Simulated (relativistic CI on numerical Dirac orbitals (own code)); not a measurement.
**Line list: Forbidden lines, Sm17+**

Computed by Dirac-Coulomb-Breit CI, separate exchange-only KLI orbitals for each configuration, a model potential for QED, unscaled Slater integrals (own radial code, finite nucleus).

Configuration list (outside the closed core [Ar] 3d10): 4s2 4p6 4d9, 4s2 4p5 4d10, 4s2 4p6 4d8 4f, 4s 4p6 4d10, 4s2 4p5 4d9 4f, 4s2 4p6 4d8 5s, 4s2 4p6 4d8 5p, 4s 4p6 4d9 4f, 4s2 4p6 4d7 4f 5s, 4s2 4p6 4d8 5d, 4s2 4p6 4d7 5s 5p, 4s2 4p5 4d9 5s, 4s2 4p6 4d8 5f, 4s2 4p6 4d8 6s, 4s2 4p6 4d8 6p, 4s2 4p5 4d9 5p, 4s2 4p6 4d8 5g, 4s2 4p6 4d8 6d, 4s2 4p6 4d8 6f, 4s2 4p5 4d9 5d, 4s2 4p6 4d8 7s, 4s 4p6 4d9 5s, 4s2 4p6 4d8 7p, 4s2 4p6 4d7 5s2, 4s2 4p6 4d6 4f 5s2, 4s2 4p5 4d7 4f 5s2, 4s2 4p6 4d6 5s2 5p, 4p6 4d9 4f2, 4p5 4d10 4f2, 4p6 4d8 4f3, 4p5 4d9 4f3, 4p6 4d8 4f2 5s, 4p6 4d8 4f2 5p. Double excitations out of closed p, d and f shells are left out; levels of such configurations are missing from the list, as are those of other unlisted configurations, and high levels can miss mixing partners. These lack a partner that the ground configuration has and come out too high: 4s2 4p6 4d8 5d, 4s2 4p5 4d9 5s, 4s2 4p6 4d8 5f, 4s2 4p6 4d8 6s, 4s2 4p6 4d8 6p.

```csv
λ vac (Å),Lower,Upper,Type,A (s⁻¹),gf,Branching (%)
87.383,4s2 4p6 4d9 2D_5/2 [1],4s2 4p6 4d8 4f 2H°_9/2 [47],M2,2.56e+02,2.93e-09,16.4
87.891,4s2 4p6 4d9 2D_5/2 [1],4s2 4p6 4d8 4f 2H°_11/2 [44],E3,1.56e+02,2.17e-09,7.7
89.002,4s2 4p6 4d9 2D_5/2 [1],4s2 4p6 4d8 4f 4H°_9/2 [37],M2,2.02e+03,2.40e-08,67.0
89.482,4s2 4p6 4d9 2D_5/2 [1],4s2 4p6 4d8 4f 2G°_9/2 [32],M2,1.46e+03,1.75e-08,63.5
90.188,4s2 4p6 4d9 2D_5/2 [1],4s2 4p6 4d8 4f 2G°_9/2 [28],M2,1.33e+02,1.62e-09,24.2
92.098,4s2 4p6 4d9 2D_5/2 [1],4s2 4p6 4d8 4f 2G°_9/2 [16],M2,4.15e+03,5.28e-08,99.4
94.635,4s2 4p6 4d9 2D_5/2 [1],4s2 4p6 4d8 4f 4F°_9/2 [6],M2,1.01e+04,1.35e-07,99.9
1380.0,4s2 4p6 4d8 4f 4H°_13/2 [15],4s2 4p6 4d8 4f 4G°_11/2 [52],M1,2.70e+02,9.24e-07,18.7
1505.2,4s2 4p6 4d8 4f 4I°_15/2 [10],4s2 4p6 4d8 4f 2K°_15/2 [43],M1,6.34e+02,3.45e-06,88.5
1518.8,4s2 4p6 4d8 4f 4H°_11/2 [14],4s2 4p6 4d8 4f 2H°_9/2 [47],M1,2.48e+02,8.57e-07,15.9
1555.5,4s2 4p6 4d8 4f 4I°_13/2 [12],4s2 4p6 4d8 4f 2H°_11/2 [44],M1,1.13e+03,4.93e-06,56.2
1615.9,4s2 4p6 4d8 4f 4I°_15/2 [10],4s2 4p6 4d8 4f 2K°_13/2 [41],M1,1.72e+02,9.45e-07,25.4
1643.4,4s2 4p6 4d8 4f 4F°_9/2 [6],4s2 4p6 4d8 4f 2G°_9/2 [32],M1,2.45e+02,9.92e-07,10.7
1679.7,4s2 4p6 4d8 4f 4I°_13/2 [12],4s2 4p6 4d8 4f 2K°_13/2 [41],M1,3.74e+02,2.22e-06,55.0
1791.7,4s2 4p6 4d8 4f 4I°_13/2 [33],4s2 4p6 4d8 4f 2H°_11/2 [59],M1,6.39e+02,3.69e-06,34.0
1792.0,4s2 4p6 4d8 4f 4H°_13/2 [15],4s2 4p6 4d8 4f 2H°_11/2 [44],M1,3.15e+02,1.82e-06,15.6
1919.3,4s2 4p6 4d8 4f 4F°_9/2 [6],4s2 4p6 4d8 4f 2G°_9/2 [28],M1,1.79e+02,9.90e-07,32.6
1943.4,4s2 4p6 4d8 4f 4G°_11/2 [19],4s2 4p6 4d8 4f 4I°_9/2 [48],M1,4.88e+02,2.76e-06,28.5
2058.4,4s2 4p6 4d8 4f 4I°_15/2 [10],4s2 4p6 4d8 4f 4I°_13/2 [33],M1,1.52e+03,1.35e-05,84.1
2220.9,4s2 4p6 4d8 4f 4H°_11/2 [14],4s2 4p6 4d8 4f 4H°_9/2 [37],M1,3.93e+02,2.90e-06,13.0
2230.2,4s2 4p6 4d9 2D_5/2 [1],4s2 4p6 4d9 2D_3/2 [2],M1,1.46e+03,4.34e-06,100.0
2291.2,4s2 4p6 4d8 4f 4I°_9/2 [22],4s2 4p6 4d8 4f 2H°_9/2 [47],M1,2.92e+02,2.30e-06,18.7
2408.7,4s2 4p6 4d8 4f 4I°_13/2 [12],4s2 4p6 4d8 4f 4I°_11/2 [30],M1,2.90e+02,3.03e-06,28.6
2534.8,4s2 4p6 4d8 4f 4H°_13/2 [15],4s2 4p6 4d8 4f 2H°_11/2 [35],M1,2.72e+02,3.14e-06,60.6
2564.2,4s2 4p6 4d8 4f 4H°_11/2 [14],4s2 4p6 4d8 4f 2G°_9/2 [32],M1,3.03e+02,2.99e-06,13.2
2647.1,4s2 4p6 4d8 4f 2G°_9/2 [16],4s2 4p6 4d8 4f 4H°_9/2 [37],M1,3.13e+02,3.29e-06,10.4
2649.0,4s2 4p6 4d8 4f 4H°_13/2 [15],4s2 4p6 4d8 4f 4I°_13/2 [33],M1,2.01e+02,2.97e-06,11.1
2708.8,4s2 4p6 4d8 4f 2G°_9/2 [28],4s2 4p6 4d8 4f 4I°_9/2 [48],M1,4.45e+02,4.89e-06,26.0
3027.3,4s2 4p6 4d8 4f 4H°_13/2 [15],4s2 4p6 4d8 4f 4I°_11/2 [30],M1,5.37e+02,8.86e-06,52.9
3029.1,4s2 4p6 4d8 4f 2H°_11/2 [35],4s2 4p6 4d8 4f 4G°_11/2 [52],M1,4.52e+02,7.47e-06,31.3
```

Terms are leading LS components. Brackets give the number of a level in order of energy, since labels repeat. The list gives strong lines, with weight on those to low levels, among the lowest 400 of 10883 levels, so that lines to higher ones, which can be the strongest, are missing. Levels whose partners in the same complex of configurations lie outside the list can be far off, and so can their lines. Rates are taken at the computed energies, electric ones in the length gauge.

At this charge energies of transitions that change n are usually good to better than 1 %, and those within a shell (Δn = 0) to a few per cent.

LS names give the leading component of a level, which can be under half, so a name can repeat, a term be missing and a line seem to break the LS rules.
